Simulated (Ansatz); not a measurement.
Geometry optimisation, Ansatz 0.2.0, RHF/def2-SVP.

input.yaml

```yaml
crystal:
  periodic: [false, false, false]
  atoms:
    - { symbol: Zr, position_ang: [0.0, 0.0, 0.0] }
    - { symbol: Cl, position_ang: [0.0, 0.0, 2.87] }
    - { symbol: Cl, position_ang: [2.3764, 0.0, -0.8392] }
    - { symbol: Cl, position_ang: [-1.1869, 2.0563, -0.8392] }
    - { symbol: Cl, position_ang: [-1.1869, -2.0563, -0.8392] }
    - { symbol: S, position_ang: [-2.7046, 0.0, 0.8987] }
    - { symbol: H, position_ang: [-3.4602, -0.8728, 0.1067] }
    - { symbol: H, position_ang: [-1.5972, 0.0, 2.2626] }
basis:
  gaussian: { orbitals: def2-SVP }
hamiltonian:
  xc: hf
relax:
  f_tol: 0.15
  max_steps: 25
  restrain:
    - { distance: [0, 5], at: 2.55, k: 30.0 }
    - { distance: [7, 1], at: 1.37, k: 30.0 }
    - { distance: [0, 1], at: 3.72, k: 30.0 }
    - { distance: [7, 5], at: 2.6, k: 30.0 }
```

Launched with:

```bash
$ ansatz run input.yaml --threads 4 --pin off --max-ram 5120MiB --backend cpu --events-out ev --progress --plain --runs-dir out
```

Q: Where does it end, and by what steps?

A: It converged. The restraints hold the end off the free minimum; the threshold counts their pulls, which the force column leaves out. Restrained pairs: Zr1–S6 (2.85 → 2.53 Å), Cl2–H8 (1.71 → 1.32 Å), Zr1–Cl2 (2.87 → 3.72 Å), S6–H8 (1.76 → 2.60 Å). After 18 steps the energy has fallen by 3.469 eV (the restraints' own energy left out); Cl5 moved furthest, 1.84 Å.

| step | energy less start (eV) | largest force component (eV/Å) | accepted |
| --- | --- | --- | --- |
| 0 | 0.0000 | 2.566 | yes |
| 1 | -0.2334 | 2.418 | yes |
| 2 | -0.6799 | 1.955 | yes |
| 3 | -1.5850 | 1.590 | yes |
| 4 | -2.1663 | 1.398 | yes |
| 5 | -2.5328 | 1.810 | yes |
| 6 | -2.7883 | 1.835 | yes |
| 7 | -3.0227 | 1.580 | yes |
| 8 | -3.1368 | 1.480 | yes |
| 9 | -3.2048 | 1.557 | yes |
| 10 | -3.2527 | 1.673 | yes |
| 11 | -3.2878 | 1.834 | yes |
| 12 | -3.3341 | 1.786 | yes |
| 13 | -3.4235 | 1.399 | yes |
| 14 | -3.4487 | 1.266 | no |
| 15 | -3.4484 | 1.302 | yes |
| 16 | -3.4639 | 1.249 | yes |
| 17 | -3.4733 | 1.053 | no |
| 18 | -3.4688 | 1.208 | yes |

```xyz
8
Properties=species:S:1:pos:R:3
Zr -0.595 -0.145 -0.525
Cl -0.155 1.163 2.927
Cl 1.530 -0.976 0.047
Cl -0.527 2.154 -1.007
Cl -1.279 -1.232 -2.487
S -2.389 -0.745 1.154
H -3.118 -1.521 0.343
H -1.227 0.429 3.168
```

Time of the run: 29 s on 4 threads of Arm Neoverse V2 (shared host), peak memory 0.37 GiB.
